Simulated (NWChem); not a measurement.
System: C$_{3}$H$_{5}$BFN; SMILES C#CB(F)NC

NWChem printed, in part:

```
             Northwest Computational Chemistry Package (NWChem) 7.3.0
             --------------------------------------------------------

 C1  symmetry detected

                             Geometry "geometry" -> ""
                             -------------------------

 Output coordinates in angstroms (scale by  1.889725989 to convert to a.u.)

  No.       Tag          Charge          X              Y              Z
 ---- ---------------- ---------- -------------- -------------- --------------
    1 C                    6.0000     1.03933175     2.23403189    -0.00040951
    2 C                    6.0000     0.32209140     1.26915351     0.00056413
    3 B                    5.0000    -0.59894625     0.05461899     0.00008536
    4 F                    9.0000    -1.93193093     0.22439813     0.00010913
    5 N                    7.0000    -0.12911577    -1.25004945    -0.00073291
    6 C                    6.0000     1.24165289    -1.69973208     0.00003636
    7 H                    1.0000     1.66547164     3.07905150    -0.00085115
    8 H                    1.0000    -0.80074053    -2.00425421    -0.00128128
    9 H                    1.0000     1.45230315    -2.30217785     0.88976884
   10 H                    1.0000     1.45268124    -2.30401338    -0.88438281
   11 H                    1.0000     1.89774820    -0.83165798    -0.00067804

 Effective nuclear repulsion energy (a.u.)     196.8391568784

                                Z-matrix (autoz)
                                --------

 Units are Angstrom for bonds and degrees for angles

      Type          Name      I     J     K     L     M      Value
      ----------- --------  ----- ----- ----- ----- ----- ----------
    1 Stretch                  1     2                       1.20226
    2 Stretch                  1     7                       1.05172
    3 Stretch                  2     3                       1.52427
    4 Stretch                  3     4                       1.34375
    5 Stretch                  3     5                       1.38669
    6 Stretch                  5     6                       1.44264
    7 Stretch                  5     8                       1.00990
    8 Stretch                  6     9                       1.09496
    9 Stretch                  6    10                       1.09174
   10 Stretch                  6    11                       1.08812
   11 Bend                     1     3     4               119.67386
   12 Bend                     1     3     5               123.26288
   13 Bend                     2     3     4               119.91617
   14 Bend                     2     3     5               123.02058
   15 Bend                     3     5     6               127.96682
   16 Bend                     3     5     8               118.51002
   17 Bend                     4     3     5               117.06324
   18 Bend                     5     6     9               110.77696
   19 Bend                     5     6    10               110.84037
   20 Bend                     5     6    11               108.92001
   21 Bend                     6     5     8               113.52315
   22 Bend                     7     3     4               119.56396
   23 Bend                     7     3     5               123.37278
   24 Bend                     9     6    10               108.45393
   25 Bend                     9     6    11               108.87277
   26 Bend                    10     6    11               108.93461
   27 Torsion                  2     3     5     6           0.06565
   28 Torsion                  2     3     5     8        -179.98245
   29 Torsion                  3     5     6     9         119.60377
   30 Torsion                  3     5     6    10        -119.95276
   31 Torsion                  3     5     6    11          -0.11697
   32 Torsion                  1     2     4     3         179.86484
   33 Torsion                  4     3     5     6        -179.95100
   34 Torsion                  4     3     5     8           0.00090
   35 Torsion                  1     2     5     3        -179.85491
   36 Torsion                  3     4     1     7         179.95895
   37 Torsion                  3     5     1     7        -179.95473
   38 Torsion                  6     5     3     7           0.10441
   39 Torsion                  7     3     5     8        -179.94368
   40 Torsion                  8     5     6     9         -60.35013
   41 Torsion                  8     5     6    10          60.09334
   42 Torsion                  8     5     6    11         179.92913

                           NWChem Geometry Optimization
                           ----------------------------

 maximum gradient threshold         (gmax) =   0.000450
 rms gradient threshold             (grms) =   0.000300
 maximum cartesian step threshold   (xmax) =   0.001800
 rms cartesian step threshold       (xrms) =   0.001200
 fixed trust radius                (trust) =   0.300000
 source of zmatrix                         =   autoz

          -------------------
          Energy Minimization
          -------------------

 Using diagonal initial Hessian
 Scaling for Hessian diagonals: bonds = 1.00  angles = 0.25  torsions = 0.10

          --------
          Step   0

                                 NWChem DFT Module
                                 -----------------

 Summary of "ao basis" -> "ao basis" (spherical)
 ------------------------------------------------------------------------------
       Tag                 Description            Shells   Functions and Types
 ---------------- ------------------------------  ------  ---------------------
 C                          def2-svp                 6       14   3s2p1d
 B                          def2-svp                 6       14   3s2p1d
 F                          def2-svp                 6       14   3s2p1d
 N                          def2-svp                 6       14   3s2p1d
 H                          def2-svp                 3        5   2s1p

            General Information
            -------------------
          SCF calculation type: DFT
          Wavefunction type:  closed shell.
          No. of atoms     :    11
          No. of electrons :    44
           Alpha electrons :    22
            Beta electrons :    22
          Charge           :     0
          Spin multiplicity:     1
          Use of symmetry is: off; symmetry adaption is: off
          Maximum number of iterations: 150
          AO basis - number of functions:   109
                     number of shells:    51
          Convergence on energy requested:  1.00D-06
          Convergence on density requested:  1.00D-05
          Convergence on gradient requested:  5.00D-04

              XC Information
              --------------
                         PBE0 Method XC Functional
                     Hartree-Fock (Exact) Exchange  0.250
          PerdewBurkeErnzerhof Exchange Functional  0.750
            Perdew 1991 LDA Correlation Functional  1.000 local
           PerdewBurkeErnz. Correlation Functional  1.000 non-local

[...]

      ----------------------
      Optimization converged
      ----------------------

  Step       Energy      Delta E   Gmax     Grms     Xrms     Xmax
  ---- ---------------- -------- -------- -------- -------- --------
@    5    -296.25942243 -4.8D-07  0.00007  0.00002  0.00035  0.00079
                                     ok       ok       ok       ok

                                Z-matrix (autoz)
                                --------

 Units are Angstrom for bonds and degrees for angles

      Type          Name      I     J     K     L     M      Value     Gradient
      ----------- --------  ----- ----- ----- ----- ----- ---------- ----------
    1 Stretch                  1     2                       1.21636    0.00003
    2 Stretch                  1     7                       1.07538   -0.00007
    3 Stretch                  2     3                       1.54169    0.00002
    4 Stretch                  3     4                       1.34146    0.00001
    5 Stretch                  3     5                       1.39491    0.00005
    6 Stretch                  5     6                       1.43957   -0.00002
    7 Stretch                  5     8                       1.01473    0.00004
    8 Stretch                  6     9                       1.10330    0.00001
    9 Stretch                  6    10                       1.10328    0.00001
   10 Stretch                  6    11                       1.09837   -0.00001
   11 Bend                     1     3     4               119.22205   -0.00003
   12 Bend                     1     3     5               122.39332    0.00003
   13 Bend                     2     3     4               119.18391   -0.00002
   14 Bend                     2     3     5               122.43147    0.00002
   15 Bend                     3     5     6               127.79764   -0.00003
   16 Bend                     3     5     8               116.80651    0.00002
   17 Bend                     4     3     5               118.38462   -0.00001
   18 Bend                     5     6     9               111.90740    0.00001
   19 Bend                     5     6    10               111.90075    0.00001
   20 Bend                     5     6    11               109.46532    0.00001
   21 Bend                     6     5     8               115.39583    0.00001
   22 Bend                     7     3     4               119.07915   -0.00002
   23 Bend                     7     3     5               122.53622    0.00002
   24 Bend                     9     6    10               107.73774   -0.00003
   25 Bend                     9     6    11               107.82707   -0.00001
   26 Bend                    10     6    11               107.83427   -0.00000
   27 Torsion                  2     3     5     6           0.05982    0.00000
   28 Torsion                  2     3     5     8        -179.98227    0.00000
   29 Torsion                  3     5     6     9         119.33538    0.00001
   30 Torsion                  3     5     6    10        -119.62821   -0.00001
   31 Torsion                  3     5     6    11          -0.14402   -0.00000
   32 Torsion                  1     2     4     3         179.95389   -0.00000
   33 Torsion                  4     3     5     6        -179.95586    0.00000
   34 Torsion                  4     3     5     8           0.00205    0.00000
   35 Torsion                  1     2     5     3        -179.95287    0.00000
   36 Torsion                  3     4     1     7         179.93339   -0.00000
   37 Torsion                  3     5     1     7        -179.92771    0.00000
   38 Torsion                  6     5     3     7           0.07856    0.00000
   39 Torsion                  7     3     5     8        -179.96352    0.00000
   40 Torsion                  8     5     6     9         -60.62304    0.00001
   41 Torsion                  8     5     6    10          60.41338   -0.00001
   42 Torsion                  8     5     6    11         179.89757    0.00000

                         Geometry "geometry" -> "geometry"
                         ---------------------------------

 Output coordinates in angstroms (scale by  1.889725989 to convert to a.u.)

[...]

 Rotational Constants
 --------------------
 A=   0.138498 cm-1  (  0.199263 K)
 B=   0.102844 cm-1  (  0.147966 K)
 C=   0.059687 cm-1  (  0.085875 K)

 Temperature                      =   298.15K
 frequency scaling parameter      =   1.0000

 Zero-Point correction to Energy  =   51.537 kcal/mol  (  0.082130 au)
 Thermal correction to Energy     =   55.828 kcal/mol  (  0.088968 au)
 Thermal correction to Enthalpy   =   56.421 kcal/mol  (  0.089912 au)

 Total Entropy                    =   80.671 cal/mol-K
   - Translational                =   39.218 cal/mol-K (mol. weight =  85.0499)
   - Rotational                   =   27.030 cal/mol-K (symmetry #  =        1)
   - Vibrational                  =   14.423 cal/mol-K

 Cv (constant volume heat capacity) =   23.268 cal/mol-K
   - Translational                  =    2.979 cal/mol-K
   - Rotational                     =    2.979 cal/mol-K
   - Vibrational                    =   17.309 cal/mol-K

[normal modes left out]

 ----------------------------------------------------------------------------
 Normal Eigenvalue ||           Projected Infra Red Intensities
  Mode   [cm**-1]  || [atomic units] [(debye/angs)**2] [(KM/mol)] [arbitrary]
 ------ ---------- || -------------- ----------------- ---------- -----------
    1       -0.000 ||    0.000359           0.008         0.350       0.091
    2       -0.000 ||    0.000800           0.018         0.780       0.204
    3        0.000 ||    0.000022           0.001         0.021       0.006
    4        0.000 ||    0.000106           0.002         0.103       0.027
    5        0.000 ||    0.000476           0.011         0.464       0.121
    6        0.000 ||    0.001110           0.026         1.082       0.282
    7      136.316 ||    0.001234           0.028         1.203       0.314
    8      148.814 ||    0.001019           0.024         0.993       0.259
    9      183.672 ||    0.000084           0.002         0.082       0.021
   10      245.870 ||    0.006517           0.150         6.353       1.659
   11      270.485 ||    0.002450           0.057         2.388       0.623
   12      443.383 ||    0.017008           0.392        16.580       4.328
   13      547.467 ||    0.000344           0.008         0.336       0.088
   14      611.430 ||    0.005617           0.130         5.476       1.430
   15      681.244 ||    0.007149           0.165         6.970       1.819
   16      686.817 ||    0.131464           3.033       128.157      33.456
   17      728.215 ||    0.036060           0.832        35.153       9.177
   18      752.464 ||    0.035018           0.808        34.138       8.912
   19     1061.396 ||    0.066965           1.545        65.281      17.042
   20     1147.705 ||    0.000354           0.008         0.345       0.090
   21     1169.516 ||    0.003825           0.088         3.729       0.973
   22     1294.725 ||    0.179086           4.132       174.582      45.575
   23     1333.183 ||    0.189889           4.381       185.114      48.324
   24     1451.223 ||    0.004267           0.098         4.160       1.086
   25     1468.685 ||    0.006248           0.144         6.091       1.590
   26     1477.688 ||    0.047082           1.086        45.898      11.982
   27     1588.936 ||    0.308959           7.128       301.188      78.626
   28     2201.476 ||    0.058045           1.339        56.585      14.772
   29     3038.503 ||    0.057916           1.336        56.459      14.739
   30     3110.636 ||    0.026139           0.603        25.481       6.652
   31     3173.221 ||    0.004716           0.109         4.597       1.200
   32     3479.326 ||    0.048887           1.128        47.658      12.441
   33     3635.642 ||    0.047511           1.096        46.316      12.091
 ----------------------------------------------------------------------------
```

Level: PBE0/def2-SVP. 

### Question
Reconstruct the input file.

### Answer
One answer among several that fit: the input that was run:
```
start job
memory heap 200 mb stack 900 mb global 1100 mb
geometry units angstroms
  C      1.942553     0.753321     1.302142
  C      1.121098     0.314358     0.541913
  B      0.090346    -0.248641    -0.429677
  F      0.495190    -0.890755    -1.538489
  N     -1.277208    -0.134147    -0.230709
  C     -1.964206     0.502297     0.866649
  H      2.662323     1.137123     1.966022
  H     -1.899506    -0.533127    -0.918797
  H     -2.594440     1.322345     0.507115
  H     -2.596565    -0.212951     1.396204
  H     -1.227095     0.902692     1.559733
end
basis spherical
  * library def2-svp
end
dft
  xc pbe0
  iterations 150
end
driver
  maxiter 120
end
task dft optimize
task dft freq
```
